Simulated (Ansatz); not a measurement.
`B[NH][AlH2]` + `O[Si](O)(O)O` → `BO[Si](O)(O)O` + `[NH2][AlH2]`  (ligand exchange at a B–N bond)

Calculated with Ansatz (gas phase, PBE0-D4/def2-TZVP geometries, no zero-point term in ΔE). CCSD(T)/CBS is the MP2 limit (def2-TZVPP, def2-QZVPP) plus CCSD(T) − MP2 in def2-TZVPP, frozen cores. This one scheme is used for every species. DFT in def2-TZVPP. B3LYP here is the variant with VWN-RPA as its local correlation; programs differ in this. HSE06 is defined as in plane-wave codes. One conformer a species, not always the lowest.

| level | ΔE (kJ/mol) | difference from CCSD(T)/CBS |
| --- | --- | --- |
| LDA (SPW92) | 2.7 | 4.3 |
| PBE-D4 | 0.3 | 1.9 |
| revPBE-D4 | 0.1 | 1.7 |
| r2SCAN-D4 | -2.9 | -1.3 |
| B97M-V | -5.9 | -4.3 |
| PBE0-D4 | 1.0 | 2.6 |
| B3LYP-D4 | -5.1 | -3.5 |
| r2SCAN0-D4 | -1.4 | 0.2 |
| HSE06-D4 | 1.2 | 2.8 |
| BHLYP-D4 | -5.4 | -3.8 |
| CAM-B3LYP-D4 | -5.4 | -3.8 |
| ωB97X-V | -2.8 | -1.2 |
| ωB97M-V | -1.6 | 0.0 |
| B2PLYP | -2.8 | -1.2 |
| PBE-QIDH | 1.6 | 3.2 |
| PBE | 1.3 | 2.9 |
| revPBE | 0.8 | 2.4 |
| BLYP | -4.7 | -3.1 |
| r2SCAN | -2.5 | -0.9 |
| PBE0 | 2.1 | 3.7 |
| B3LYP | -3.6 | -2.0 |
| r2SCANh | -1.8 | -0.2 |
| r2SCAN0 | -0.8 | 0.8 |
| BHLYP | -4.1 | -2.5 |
| CAM-B3LYP | -4.3 | -2.7 |
| LC-ωPBE | -0.1 | 1.5 |
| RPA@PBE/def2-TZVPP | -2.5 | -0.9 |
| HF/def2-SVP | -7.2 | -5.6 |
| MP2/def2-SVP | -4.9 | -3.3 |
| CCSD/def2-SVP | -6.4 | -4.8 |
| CCSD(T)/def2-SVP | -6.8 | -5.2 |
| HF/def2-TZVPP | -8.0 | -6.4 |
| SCS-MP2/def2-TZVPP | -1.8 | -0.2 |
| CCSD/def2-TZVPP | -1.5 | 0.1 |
| CCSD(T)/def2-TZVPP | -0.8 | 0.8 |
| HF/def2-QZVPP | -9.6 | -8.0 |
| MP2/def2-QZVPP | -0.5 | 1.1 |
| SCS-MP2/def2-QZVPP | -2.8 | -1.2 |
| HF/CBS(def2) | -9.8 | -8.2 |
| CCSD/CBS(def2) | -2.4 | -0.8 |
| CCSD(T)/CBS | -1.6 | 0 |

(1) What do rigid-rotor, harmonic-oscillator terms from PBE0-D4/def2-TZVP frequencies (298.15 K, 1 bar) make of the CCSD(T)/CBS value? (Best estimate.)

Largest T1 diagnostic among the species: 0.012.

Results:

(1) The calculation gave: ΔZPE = -3.0 kJ/mol, ΔH = -3.0 kJ/mol, ΔS = 11 J/(mol·K), ΔG = -6.3 kJ/mol.

In def2-TZVPP, CCSD(T) changes the Hartree–Fock value by +7.3 kJ/mol (the triples alone add +0.8 kJ/mol) and MP2 by +8.6 kJ/mol. At CCSD(T), def2-SVP lies −5.2 kJ/mol from the extrapolated value and def2-TZVPP +0.8 kJ/mol.
